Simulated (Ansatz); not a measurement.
Two isomers of CH5FGeOSi: A = `F[CH]1O[SiH2][GeH2]1`, B = `F[Si]1([GeH3])CO1`.

Gas-phase electronic energies from Ansatz, PBE0-D4/def2-TZVP geometries. CCSD(T)/CBS adds triple-zeta CCSD(T) − MP2 to the extrapolated MP2 energy (def2 sets, frozen cores). DFT in def2-TZVPP. For Ge outer-core shells are correlated without core-valence functions, which leaves a few kJ/mol of doubt a bond. Scalar relativity is left out up to krypton.

A:

Z-matrix (Å, degrees):
```
C
O 1 1.398
F 1 1.377 2 109.3
Ge 1 2.034 2 100.4 3 -116.7
H 1 1.093 2 109.7 3 116.9
Si 2 1.685 1 108.7 3 105.4
H 4 1.536 1 113.5 2 -104.1
H 4 1.533 1 115.3 2 127.1
H 6 1.486 2 112.5 1 -109.4
H 6 1.485 2 110.2 1 129.2
```

B:

```xyz
10

F     2.221   -0.165   -0.134
Si    0.662    0.147   -0.237
Ge   -0.468   -0.787    1.617
C    -0.033    0.671   -1.812
O     0.251    1.661   -0.731
H    -1.974   -0.582    1.410
H    -0.017   -0.086    2.905
H    -0.157   -2.286    1.716
H     0.606    0.817   -2.680
H    -1.091    0.610   -2.056
```

Problem. Which isomer does CCSD(T)/CBS put lower? Give the gap. (An estimate is asked.)

Solution. Computed: B, by 139.9 kJ/mol.

Problem. Give E(B) − E(A) in kJ/mol with MP2/def2-TZVPP, PBE0-D4, HF/def2-TZVPP, PBE-D4, B2PLYP, CCSD(T)/def2-TZVPP, CCSD/def2-TZVPP. (Estimate.)

Solution. Computed: MP2/def2-TZVPP -145.4, PBE0-D4 -130.1, HF/def2-TZVPP -133.4, PBE-D4 -130.6, B2PLYP -140.8, CCSD(T)/def2-TZVPP -136.9, CCSD/def2-TZVPP -137.6. None reverses the order clearly.

Largest T1 diagnostic: 0.013.

In def2-TZVPP, CCSD(T) changes the Hartree–Fock value by −3.5 kJ/mol (the triples alone add +0.7 kJ/mol) and MP2 by −12.1 kJ/mol.
